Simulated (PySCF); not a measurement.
SMILES C=C[Si](F)(C=C)CC (C6H11FSi), GFN2-xTB optimised geometry. Atoms within 1.6 Å of the plane z = 1.2 Å (x, y, z in Å): C1 (-2.37, 2.12, 0.99), C2 (-1.66, 1.61, 0.00), Si3 (-0.95, -0.13, 0.00), F4 (-1.37, -0.82, 1.42), C5 (0.94, -0.13, 0.00), H9 (-2.77, 3.13, 0.97), H10 (-2.59, 1.55, 1.88), H12 (1.42, -0.20, 0.97).

Method: PySCF 2.14.0 with CAM-B3LYP/def2-SVP. Cells within 0.4 Å of a nucleus heavier than hydrogen are left out (blank, or x).

Map of the electrostatic potential (hartree/e), clipped to [-0.08, 0.12] on the plane z = 1.2 Å:

```
|2222222222222222222222222222222|
|2222222222222222222222222222222|
|2222223332222222222222222222222|
|2222233333222222222222222222222|
|2222334553222222222222222222222|
|2222347996321111222222222222222|
|2222359999421111122222222222222|
|2222349999941111112222222222222|
|2222249999982111111222222222222|
|22222499xx992111111222222222222|
|222224999x993111122222222222222|
|2222236999974222222222222222222|
|2222223699865543322222222222222|
|2222222345678875434433222222222|
|2222112234699997569984322222222|
|2222111123899997689996332222222|
|2222111114999997589996332222222|
|22221111069xx985459994322222222|
|22221110039x9953334443222222222|
|2222111000699422222222222222222|
|2222111100011011222222222222222|
|2222111100000011112222222222222|
|2222111111111111112222222222222|
|2222211111111111112222222222222|
|2222221111111111122222222222222|
|2222222222222222222222222222222|
|2222222222222222222222222222222|
|2222222222222222222222222222222|
|2222222222222222222222222222222|
|2222222222222222222222222222222|
|2222222222222222222222222222222|
```
Scale: ten equal steps from -0.040 (start of '0') to 0.120 (end of '9'), in the order '0123456789'; x runs from -5.50 to 5.50, y from -5.50 (bottom) to 5.50 (top).
